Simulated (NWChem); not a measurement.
Program: NWChem. System: C2H5O2, charge 0, spin multiplicity 2, at a geometry optimised with UB3LYP/def2-SVP. The structure started from a generated list of species. Its SCF solution wasn't tested for a lower state. Level: UBP86/def2-TZVP.

Input file:

```
start mol
memory heap 200 mb stack 900 mb global 1100 mb
geometry units angstroms nocenter noautoz noautosym
  O      1.416364     0.010351     0.748833
  C      0.831291    -0.340780    -0.406496
  C     -0.728204    -0.436895    -0.189889
  O     -1.349743     0.775178     0.086556
  H      0.983249     0.397545    -1.230460
  H      1.129728    -1.352802    -0.767426
  H     -0.912675    -1.104532     0.664876
  H     -1.117887    -0.928027    -1.104865
  H     -1.233908     1.369636    -0.666927
end
basis spherical
  * library def2-tzvp
end
dft
  xc becke88 perdew86
  odft
  mult 2
  semidirect memsize 60000000 filesize 0
  iterations 100
end
task dft energy
```

Output (cleaned and shortened):

```
             Northwest Computational Chemistry Package (NWChem) 7.3.0
             --------------------------------------------------------

                                NWChem Input Module
                                -------------------

 Scaling coordinates for geometry "geometry" by  1.889725989
 (inverse scale =  0.529177249)

                             Geometry "geometry" -> ""
                             -------------------------

 Output coordinates in angstroms (scale by  1.889725989 to convert to a.u.)

  No.       Tag          Charge          X              Y              Z
 ---- ---------------- ---------- -------------- -------------- --------------
    1 O                    8.0000     1.41636400     0.01035100     0.74883300
    2 C                    6.0000     0.83129100    -0.34078000    -0.40649600
    3 C                    6.0000    -0.72820400    -0.43689500    -0.18988900
    4 O                    8.0000    -1.34974300     0.77517800     0.08655600
    5 H                    1.0000     0.98324900     0.39754500    -1.23046000
    6 H                    1.0000     1.12972800    -1.35280200    -0.76742600
    7 H                    1.0000    -0.91267500    -1.10453200     0.66487600
    8 H                    1.0000    -1.11788700    -0.92802700    -1.10486500
    9 H                    1.0000    -1.23390800     1.36963600    -0.66692700

 Effective nuclear repulsion energy (a.u.)     123.5584966822

            Nuclear Dipole moment (a.u.)
            ----------------------------
        X                 Y               Z
 ---------------- ---------------- ----------------
    -0.0000056692     0.0000037795     0.0000000000


 Summary of "ao basis" -> "" (spherical)
 ------------------------------------------------------------------------------
       Tag                 Description            Shells   Functions and Types
 ---------------- ------------------------------  ------  ---------------------
 *                         def2-tzvp                  on all atoms

  perdew86 is a nonlocal functional; adding perdew81 local functional.
[...]
    beta     51     52     53     54     55     56     57     58     59     60
 overlap   0.993  0.994  0.994  0.999  1.000  1.000  0.999  0.996  0.996  0.874

   alpha     61     62     63     64     65     66     67     68     69     70
    beta     61     62     63     64     65     66     67     68     69     70
 overlap   0.866  0.972  0.981  0.997  0.990  0.970  0.933  0.955  0.999  0.996

   alpha     71     72     73     74     75     76     77     78     79     80
    beta     71     72     73     74     75     76     77     78     79     80
 overlap   0.981  0.979  0.976  0.996  0.993  0.975  0.972  0.998  0.999  0.991

   alpha     81     82     83     84     85     86     87     88     89     90
    beta     81     82     83     84     85     86     87     88     89     90
 overlap   0.992  0.995  0.974  0.973  0.991  0.988  0.997  0.978  0.999  0.999

   alpha     91     92     93     94     95     96     97     98     99    100
    beta     91     92     93     94     95     96     97     98     99    100
 overlap   0.989  0.999  0.997  0.998  0.997  0.996  0.978  0.980  0.981  0.914

   alpha    101    102    103    104    105    106    107    108    109    110
    beta    101    102    103    104    105    106    107    108    109    110
 overlap   0.910  0.984  0.992  0.999  0.999  0.999  0.999  0.997  0.997  0.999

   alpha    111    112    113    114    115    116    117    118    119    120
    beta    111    112    113    114    115    116    117    118    119    120
 overlap   0.998  0.997  1.000  0.999  0.999  1.000  0.999  0.999  1.000  1.000

   alpha    121    122    123    124    125    126    127    128    129    130
    beta    121    122    123    124    125    126    127    128    129    130
 overlap   1.000  1.000  1.000  0.992  0.993  1.000  1.000  0.987  0.987  0.999

   alpha    131    132    133    134    135    136    137    138    139    140
    beta    131    132    133    134    135    136    137    138    139    140
 overlap   0.874  0.893  0.943  0.999  0.999  0.732  0.727  0.959  0.996  0.998

   alpha    141    142    143    144    145    146    147    148    149    150
    beta    141    142    143    144    145    146    147    148    149    150
 overlap   0.890  0.921  0.949  0.999  0.990  0.996  0.977  0.776  0.777  1.000

   alpha    151    152    153    154
    beta    151    152    153    154
 overlap   1.000  1.000  0.992  0.992

     --------------------------
     Expectation value of S2:
     --------------------------
      <S2> =      0.7524 (Exact =     0.7500)

 center of mass
 --------------
 x =   0.03536563 y =   0.04959025 z =   0.09525445

 moments of inertia (a.u.)
 ------------------
         124.415516952936          60.352763226101         -42.896085154426
          60.352763226101         347.637165690811         -13.213853797393
         -42.896085154426         -13.213853797393         360.685530321783

     Multipole analysis of the density
     ---------------------------------

     L   x y z        total         alpha         beta         nuclear
     -   - - -        -----         -----         ----         -------
     0   0 0 0     -0.000000    -17.000000    -16.000000     33.000000

     1   1 0 0     -0.516478     -1.142332      0.625860     -0.000006
     1   0 1 0     -0.222162     -0.049532     -0.172633      0.000004
     1   0 0 1     -1.185133     -0.986624     -0.198510      0.000000

     2   2 0 0    -20.911053    -92.215865    -85.105447    156.410259
     2   1 1 0     -0.121042     15.730339     15.666060    -31.517441
     2   1 0 1     -0.508599    -11.725271     -9.234445     20.451116
     2   0 2 0    -16.631765    -31.269442    -30.341154     44.978831
     2   0 1 1     -1.511196     -4.252098     -3.880694      6.621596
     2   0 0 2    -18.277267    -28.149680    -25.710658     35.583071

 Task  times  cpu:       43.0s     wall:       43.0s

 Total times  cpu:       43.0s     wall:       43.0s
```
